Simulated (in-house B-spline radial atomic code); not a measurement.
Cl⁵⁺. Computed with a B-spline radial atomic code. Model: all-electron spherical atom, spin shells full or empty, radial basis limit, no spin-orbit coupling: exact exchange with a local potential (Slater, KLI or optimised effective potential, whose far tail is KLI's), no correlation.

The run also made RPA and GW results, which its time includes.

The Slater potential averages the orbital exchange potentials with the orbital densities as weights, KLI adds orbital constants, and the optimised effective potential minimises the exact-exchange energy among local potentials. So their energies lie above Hartree-Fock in the order OEP, KLI, Slater. All fall off as −1/r, unlike LDA and GGA exchange.

Command:
```bash
python run_gw.py task.json out
```
Settings (lengths in bohr, energies in hartree):
```
Z                      17
electrons              12
configuration          [Ne] 3s2
hamiltonian            nr
method                 kli
lmax                   9
spin_polarised         False
box_radius             10.43
intervals              66
ion_configuration      [Ne] 3s1
```

Run time, properties included: 4.8 s on 1 thread of Arm Neoverse N1, on a shared host.

Given: hamiltonian non-relativistic; mean-field start exchange-only KLI.

Computed: energy above Hartree-Fock 4.7122 millihartree; virial ratio -E/T less 1 -1.1e-05.

| radius (bohr) | r times exchange potential (hartree bohr) |
| --- | --- |
| 0.00294 | -0.03976 |
| 0.00356 | -0.0481 |
| 0.0043 | -0.058021 |
| 0.0052 | -0.070034 |
| 0.00629 | -0.08449 |
| 0.00761 | -0.10183 |
| 0.00921 | -0.12257 |
| 0.0111 | -0.14663 |
| 0.0135 | -0.17638 |
| 0.0163 | -0.20985 |
| 0.0197 | -0.24852 |
| 0.0238 | -0.29206 |
| 0.0288 | -0.34037 |
| 0.0348 | -0.39125 |
| 0.0421 | -0.44292 |
| 0.051 | -0.49162 |
| 0.0616 | -0.5313 |
| 0.0746 | -0.5573 |
| 0.0902 | -0.56388 |
| 0.109 | -0.55197 |
| 0.132 | ? |
| 0.16 | -0.56659 |
| 0.193 | -0.65841 |
| 0.233 | -0.78848 |
| 0.282 | -0.91853 |
| 0.341 | ? |
| 0.413 | -1.0658 |
| 0.499 | -1.0457 |
| 0.604 | -0.95234 |
| 0.73 | -0.80496 |
| 0.883 | -0.71368 |
| 1.07 | -0.78481 |
| 1.29 | -0.88795 |
| 1.56 | -0.95424 |
| 1.89 | -0.98589 |
| 2.29 | -0.997 |
| 2.76 | -0.9996 |

Task: What belongs in the row 0.132?

Result: r times exchange potential (hartree bohr): -0.53886.

Task: What belongs in the row 0.341?

Result: r times exchange potential (hartree bohr): -1.018.

```json
{"occupied": "1s", "level (hartree)": "-104.27", "Hartree-Fock level (hartree)": "-108.13"}
{"occupied": "2s", "level (hartree)": "?", "Hartree-Fock level (hartree)": "?"}
{"occupied": "2p", "level (hartree)": "-10.528", "Hartree-Fock level (hartree)": "-11.158"}
{"occupied": "3s", "level (hartree)": "-3.4843", "Hartree-Fock level (hartree)": "-3.4863"}
```

Task: What belongs in the row 2s?

Result: level (hartree): -12.704; Hartree-Fock level (hartree): -13.7.

```tsv
empty	level (hartree)
3p	-2.9566
3d	-2.21
4s	?
4p	-1.4761
```

Task: What belongs in the row 4s?

Result: level (hartree): -1.6607.

The highest level, 3s, differs from Hartree-Fock by +0.054 eV and the deepest, 1s, by +105 eV: a local potential can match the highest level but can't give each shell its own exchange.
